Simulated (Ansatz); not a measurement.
Reaction (substitution at a C–C bond): `C=C(F)C(=C)F` + `[NH2][AlH2]` → `C=C(F)[NH][AlH2]` + `C=CF`

Program: Ansatz. Geometries: PBE0-D4/def2-TZVP. ΔE: electronic, gas phase. CCSD(T)/CBS adds triple-zeta CCSD(T) − MP2 to the extrapolated MP2 energy (def2 sets, frozen cores). This one scheme is used for every species. DFT in def2-TZVPP. B3LYP here is the variant with VWN-RPA as its local correlation; programs differ in this. Each species was taken in one conformer, which may not be the lowest.

Is it downhill or uphill in electronic energy at CCSD(T)/CBS, and by how much? (Best estimate.)

The calculation gave: Uphill: ΔE = +5.0 kcal/mol.

What do these levels give: PBE-D4, PBE, r2SCAN, PBE0, B3LYP, MP2/def2-TZVPP, CCSD/def2-TZVPP, CCSD(T)/def2-TZVPP, MP2/def2-QZVPP, SCS-MP2/def2-QZVPP, MP2/CBS(def2), CCSD/CBS(def2)? (Best estimate.)

The calculation gave: PBE-D4 3.8, PBE 3.7, r2SCAN 4.4, PBE0 3.5, B3LYP 3.7, MP2/def2-TZVPP 4.5, CCSD/def2-TZVPP 4.2, CCSD(T)/def2-TZVPP 4.5, MP2/def2-QZVPP 4.8, SCS-MP2/def2-QZVPP 4.5, MP2/CBS(def2) 4.9, CCSD/CBS(def2) 4.6 kcal/mol.

Largest T1 diagnostic among the species: 0.013.

In def2-TZVPP, CCSD(T) changes the Hartree–Fock value by +2.1 kcal/mol (the triples alone add +0.4 kcal/mol) and MP2 by +2.1 kcal/mol.
